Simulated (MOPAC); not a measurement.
Input for MOPAC: PM7 on InS, 2S+1 = 2, a spin state set in the input, which need not be the lowest, a point of a bond scan (R = 2.488 Å).

```
PM7 1SCF PRECISE CHARGE=0 UHF MS=0.5 THREADS=1
InS

S      0.00000000 1     0.00000000 1     0.00000000 1
In     0.00000000 1     0.00000000 1     2.48758700 1
```

Output:

```
*******************************************************************************
 **                                                                           **
 **                              MOPAC v23.2.5                                **
 **                                                                           **
 *******************************************************************************
 ** MOPAC's Digital Object Identifier: https://doi.org/10.5281/zenodo.6511958 **
 **                                                                           **
 ** Please cite the open-source release paper for use of this MOPAC version:  **
 ** J. E. Moussa and J. J. P. Stewart (2026)                                  **
 ** MOPAC: An open-source semiempirical molecular orbital program             **
 ** J. Open Source Softw., 11(119), 8025, https://doi.org/10.21105/joss.08025 **
 *******************************************************************************

                              PM7 CALCULATION RESULTS

 *******************************************************************************
 *  PM7        - The PM7 Hamiltonian to be used
 *  UHF        - UNRESTRICTED HARTREE-FOCK CALCULATION
 *
 *
 *
 *                 CHARGE ON SYSTEM = 0
 *
 *
 *
 *  MS=        - IN MECI, MAGNETIC COMPONENT OF SPIN =  0.5
 *  PRECISE    - TIGHTER CRITERIA TO BE USED
 *  1SCF       - DO 1 SCF AND THEN STOP
 *  THREADS=1  - MULTI-THREADING NOT USED
 *  T=         - A TIME OF 172800.0 SECONDS REQUESTED
 *  DUMP=N     - RESTART FILE WRITTEN EVERY 7200.0 SECONDS REQUESTED
 *******************************************************************************
PM7 1SCF PRECISE CHARGE=0 UHF MS=0.5 THREADS=1
 InS

   ATOM   CHEMICAL          X               Y               Z
  NUMBER   SYMBOL      (ANGSTROMS)     (ANGSTROMS)     (ANGSTROMS)

     1       S          0.00000000  *   0.00000000  *   0.00000000  *
     2      In          0.00000000  *   0.00000000  *   2.48758700  *



          CARTESIAN COORDINATES

    NO.       ATOM           X           Y           Z

     1         S          0.0000      0.0000      0.0000
     2        In          0.0000      0.0000      2.4876

 General Reference for PM7:
 "Optimization of Parameters for Semiempirical Methods VI: More Modifications to the
 NDDO Approximations and Re-optimization of Parameters", J. J. P. Stewart, J. Mol. Mod., 1:32, 19 (2013)
 https://link.springer.com/article/10.1007/s00894-012-1667-x

           Empirical Formula: S In  =     2 atoms



      MOLECULAR POINT GROUP   :   C*v


          UHF CALCULATION, NO. OF ALPHA ELECTRONS =    5
                           NO. OF BETA  ELECTRONS =    4

 -------------------------------------------------------------------------------
 PM7 1SCF PRECISE CHARGE=0 UHF MS=0.5 THREADS=1
 InS



     1SCF WAS SPECIFIED, SO BFGS WAS NOT USED
     SCF FIELD WAS ACHIEVED


                              PM7 CALCULATION
                                                       MOPAC v23.2.5 Linux




          FINAL HEAT OF FORMATION =         58.77805 KCAL/MOL =     245.92738 KJ/MOL


          COSMO AREA              =         95.12 SQUARE ANGSTROMS
          COSMO VOLUME            =         80.44 CUBIC ANGSTROMS

          IONIZATION POTENTIAL    =          7.771191 EV
          ALPHA SOMO LUMO (EV)    =         -7.876  0.193
          BETA  SOMO LUMO (EV)    =         -7.771 -1.775
          NO. OF ALPHA ELECTRONS  =          5
          NO. OF BETA  ELECTRONS  =          4
          MOLECULAR WEIGHT        =        146.8800         POINT GROUP:  C*v

          MOLECULAR DIMENSIONS (Angstroms)

            Atom       Atom       Distance
           In     2    S     1     2.48759
           In     2    S     1     0.00000
            S     1   In     2     0.00000


          SCF CALCULATIONS        =          1





   ATOM   CHEMICAL          X               Y               Z
  NUMBER   SYMBOL      (ANGSTROMS)     (ANGSTROMS)     (ANGSTROMS)

     1       S          0.00000000  *   0.00000000  *   0.00000000  *
     2      In          0.00000000  *   0.00000000  *   2.48758700  *

                             CARTESIAN COORDINATES

   1    S        0.000000000     0.000000000     0.000000000
   2   In        0.000000000     0.000000000     2.487587000


           Empirical Formula: S In  =     2 atoms



      MOLECULAR POINT GROUP   :   C*v


          ALPHA EIGENVALUES
 -23.68361 -13.82978  -9.44058  -7.87565  -7.87565   0.19337   0.19337   1.09863
   1.46228   1.46228   1.76724   1.76724   2.16212


           BETA EIGENVALUES
 -22.06175 -11.92609  -7.77119  -7.77119  -1.77477   0.32611   0.32611   1.26124
   1.66661   1.66661   1.75412   1.75412   1.90378


              NET ATOMIC CHARGES AND DIPOLE CONTRIBUTIONS

  ATOM NO.   TYPE          CHARGE      No. of ELECS.   s-Pop       p-Pop       d-Pop
    1          S          -0.702620        6.7026     1.97344     4.70454     0.02465
    2         In           0.702620        2.2974     1.46301     0.83437
 DIPOLE           X         Y         Z       TOTAL
 POINT-CHG.     0.000     0.000     8.395     8.395
 HYBRID         0.000     0.000    -0.067     0.067
 SUM            0.000     0.000     8.328     8.328


          ATOMIC ORBITAL ELECTRON POPULATIONS

     Atom    s        px        py        pz      x^2-y^2     xz        z^2       yz        xy
    1  S   1.97344   1.91469   1.91469   0.87516   0.00000   0.00655   0.01155   0.00655   0.00000
    2 In   1.46301   0.07877   0.07877   0.67684


                    (SZ)    =    0.500000
                    (S**2)  =    1.085033


          ATOMIC ORBITAL SPIN POPULATIONS

    Atom   Total    s     px     py     pz   x^2-y^2  xz     z^2    yz     xy
         Atomic
    1  S  0.6491 -0.011 -0.001 -0.001  0.665  0.000 -0.003  0.003 -0.003  0.000
    2 In  0.3509  0.090  0.004  0.004  0.253

 **********************
 *                    *
 * JOB ENDED NORMALLY *
 *                    *
 **********************




 == MOPAC DONE ==
```

The run finished. Its determinant has ⟨S²⟩ = 1.09, a mixture of spin states.

Cost: about 0.020 core-seconds (a rough figure).
